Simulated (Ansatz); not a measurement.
Geometry optimisation, RKS PBE-D4/STO-3G (Ansatz 0.2.0).

Input file:

```yaml
crystal:
  periodic: [false, false, false]
  atoms:
    - { symbol: C, position_ang: [-1.3459, 0.4996, -0.7151] }
    - { symbol: C, position_ang: [-0.5463, 0.1436, 0.4859] }
    - { symbol: C, position_ang: [-0.8146, -1.3254, 0.832] }
    - { symbol: S, position_ang: [-1.0759, 1.154, 1.9183] }
    - { symbol: C, position_ang: [0.9578, 0.4796, 0.2924] }
    - { symbol: Si, position_ang: [1.9338, -0.3342, -1.056] }
    - { symbol: H, position_ang: [-1.2101, 1.595, -1.0026] }
    - { symbol: H, position_ang: [-2.4265, 0.4207, -0.5413] }
    - { symbol: H, position_ang: [-1.1489, -0.0509, -1.5602] }
    - { symbol: H, position_ang: [-1.8332, -1.5202, 1.1046] }
    - { symbol: H, position_ang: [-0.5336, -1.9881, 0.033] }
    - { symbol: H, position_ang: [-0.1613, -1.6288, 1.7256] }
    - { symbol: H, position_ang: [-0.9674, 2.3788, 1.3728] }
    - { symbol: H, position_ang: [1.465, 0.2777, 1.2612] }
    - { symbol: H, position_ang: [1.0649, 1.5512, 0.1455] }
    - { symbol: H, position_ang: [1.9299, -1.7877, -0.8467] }
    - { symbol: H, position_ang: [1.347, -0.0011, -2.3754] }
    - { symbol: H, position_ang: [3.3276, 0.1477, -1.0221] }
basis:
  gaussian: { orbitals: STO-3G }
hamiltonian:
  xc: pbe
  dispersion: d4
relax:
  f_tol: 0.02
  max_steps: 40
```

Launched with:

```bash
$ ansatz run input.yaml --threads 1 --pin off --max-ram 2048MiB --backend cpu --events-out ev --progress --plain --runs-dir out
```

Where does it end, and by what steps?

The forces met the threshold. Limits of this set-up: minimal basis. After 5 steps the energy has fallen by 0.588 eV; S4 moved furthest, 0.16 Å.

| step | energy less start (eV) | largest force component (eV/Å) | accepted |
| --- | --- | --- | --- |
| 0 | 0.0000 | 4.453 | yes |
| 1 | -0.5176 | 0.840 | yes |
| 2 | -0.5802 | 0.385 | yes |
| 3 | -0.5871 | 0.168 | yes |
| 4 | -0.5881 | 0.021 | yes |
| 5 | -0.5884 | 0.014 | yes |

```xyz
18
Properties=species:S:1:pos:R:3
C -1.367 0.558 -0.758
C -0.548 0.193 0.528
C -0.750 -1.324 0.859
S -1.213 1.124 1.992
C 0.979 0.526 0.330
Si 1.890 -0.375 -1.066
H -1.225 1.623 -1.023
H -2.446 0.380 -0.592
H -1.042 -0.057 -1.619
H -1.818 -1.536 1.057
H -0.422 -1.955 0.012
H -0.166 -1.610 1.754
H -0.937 2.353 1.448
H 1.502 0.317 1.283
H 1.075 1.616 0.157
H 1.870 -1.816 -0.871
H 1.306 -0.073 -2.364
H 3.276 0.068 -1.074
```

Time of the run: 17 s on 1 thread of AMD EPYC 9R45 96-Core Processor (Zen 5) (shared host), peak memory 0.16 GiB.
